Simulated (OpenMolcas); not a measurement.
Fe3+, Ru3+, Os3+: d5 down the group

```
Program             : OpenMolcas 26.06
Method              : MS-CASPT2, IPEA 0.25 Eh, imaginary shift 0.1 Eh
Basis               : ANO-RCC-VQZP
Scalar Hamiltonian  : DKH2, point nucleus
Spin-orbit coupling : RASSI with atomic mean-field integrals over the reference wave functions, term energies averaged over their components
```

Active space for each ion: 5 electrons in 5 orbitals (d); closed shells correlated by CASPT2: Fe3+ 3s 3p; Ru3+ 4s 4p; Os3+ 5s 5p.

Computed levels in cm-1 above 6S 5/2:

```
                               Level   Fe3+   Ru3+   Os3+
                              4G 7/2  33130  23500  21010
                             4G 11/2  33140  23570  22090
                              4G 9/2  33150  23640  22820
                              4P 1/2  36700  26840  24380
                              4D 7/2  39800  27960  26870
                              4D 1/2  39890  28820  30480
                             2I 11/2  48360  34490  32220
                             2I 13/2  48440  34990  35160
                           2F 7/2(1)  53380  40040  44520
weight of 6S in the lowest level (%)    100     99     88
```

Mixed levels, with the weight of the term that names them: Ru3+ 4P 1/2 (71 %), Ru3+ 4D 1/2 (72 %), Ru3+ 2F 7/2(1) (71 %), Os3+ 4G 7/2 (67 %), Os3+ 4P 1/2 (60 %), Os3+ 4D 7/2 (70 %), Os3+ 4D 1/2 (64 %), Os3+ 2F 7/2(1) (60 %).

Measured, with the error of the calculation in %. Measured levels: Fe3+ from Corliss and Sugar, J. Phys. Chem. Ref. Data 11, 135 (1982).

```tsv
Level	Fe3+
4G 11/2	32246 (+2.8)
4P 1/2	35407 (+3.7)
4D 7/2	38779 (+2.6)
4D 1/2	38897 (+2.5)
2F 7/2(1)	51394 (+3.9)
```

Without spin-orbit coupling 4G lies 33130, 23540, 21710 cm-1 above 6S in that order; the difference to the level 4G 7/2, of either sign, comes from spin-orbit coupling, which also lowers the zero.

CASPT2 does not keep the components of a term degenerate, so their means are used; among the terms shown or strongly mixed into the levels shown the widest spread is 730 cm-1 (4d5 4F, Ru3+). Blocks of more than 70 roots (2S+1 = 2 even) ran without multistate coupling. Measured partners are found by configuration, term and J. A level has none where our copy of the source lacks it or the pairing is in doubt (some pairs that miss far off the trend of their configuration count as doubtful), and it then counts in no deviation. Only configurations of the active space appear.

A number in round brackets counts repeated terms of one configuration in the order of the reference energies.
